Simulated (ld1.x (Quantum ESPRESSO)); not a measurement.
**B: one change to an RRKJ potential, before and after**

B, norm-conserving RRKJ (Kleinman–Bylander form), made with ld1.x (Quantum ESPRESSO) 7.5 (LDA (PZ), scalar-relativistic). Core [He], reference 2s2 2p1. Waves: 2s (bound): rc 1.65 bohr; 3d channel at -0.05 Ry: rc 2.85 bohr; 2p (bound): rc 2.80 bohr. Local part: the p channel. Core correction: Bessel-smoothed model core, default radius (core density twice the valence density). rho0 = 0.005.

All-electron outer shells of the reference configuration (LDA (PZ), scalar-relativistic, ld1.x):

```json
{"shell": "1s", "level (eV)": "-178.66", "outermost node (bohr)": "–", "outermost maximum (bohr)": "0.21"}
{"shell": "2s", "level (eV)": "-9.39", "outermost node (bohr)": "0.46", "outermost maximum (bohr)": "1.52"}
{"shell": "2p", "level (eV)": "-3.72", "outermost node (bohr)": "–", "outermost maximum (bohr)": "1.55"}
```

Change: functional PBE.

Cutoffs: the cutoffs (Ry, on a coarse ladder) from which the occupation-weighted sum of valence levels, in a spherical-Bessel basis at the reference potential, stays within 10 and 1 mRy of its value at 400 Ry; they do not see the model core or the augmentation charge, which bear on the density cutoff. Errors are all-electron minus pseudo energies relative to the spin-unpolarised reference configuration.

What does the change do?

The potential gets neither clearly harder nor softer (30 Ry and 40 Ry → 30 Ry and 40 Ry); the number of tests with a reliable result goes from 9 to 7; of the 7 tests that both files solve, the error grows in 3 and shrinks in 0 by more than 15 % and 0.3 meV (median size 25.4 → 48.7 meV); neither file shows a bound ghost.

| quantity | base | changed |
| --- | --- | --- |
| cutoff, loose | 30 Ry | 30 Ry |
| cutoff, tight | 40 Ry | 40 Ry |
| bound ghosts | none | none |
| error for 2s2 2p0, meV [ΔE 8.33 → 8.22 eV] | +55 | +55 |
| error for 2s1 2p0, meV [ΔE 33.63 → 33.64 eV] | +196 | +205 |
| error for 2s2 2p0.5, meV [ΔE 2.94 → 2.89 eV] | +6.1 | +5.6 |
| error for 2s0 2p3, meV [ΔE 11.40 → 11.72 eV] | -25 | -53 |
| error for 2s2 2p1.3, meV [ΔE -0.77 → -0.74 eV] | -0.1 | -0.2 |
| error for 2s1 2p1, meV [ΔE 14.28 → 14.36 eV] | -42 | -49 |
| error for 2s1 2p2, meV [ΔE 5.69 → 5.85 eV] | -6.8 | -13 |
| s: phases at 3.11 bohr within 0.05 rad from the reference energy up to (Ry; the scan ends near 5) | 0.7 | 0.7 |
| p: phases at 3.11 bohr within 0.05 rad from the reference energy up to (Ry; the scan ends near 5) | 0.7 | 0.7 |
| d: phases at 3.11 bohr within 0.05 rad from the reference energy up to (Ry; the scan ends near 5) | 2.4 | 2.4 |
